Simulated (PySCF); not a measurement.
A structure optimised at PBE-D3(BJ)/def2-SVP, used in a PySCF frequency run:

```xyz
8

Sb    -0.5052    -0.3191     0.0000
F     -0.4456     1.0277     1.4189
F     -0.4456     1.0277    -1.4189
O      1.4333    -0.7407     0.0000
C      2.3898     0.3192     0.0000
H      3.3993    -0.1405     0.0000
H      2.2909     0.9636     0.9007
H      2.2909     0.9636    -0.9007
```
Charge 0, spin multiplicity 1.

Task: Write its SMILES, formula and point group.

Result: C[O][Sb]([F])[F], CH3F2OSb, Cs

Task: What are its rotational constants (standard atomic weights)?

Result: 3.5512, 2.2491, 2.1176 GHz
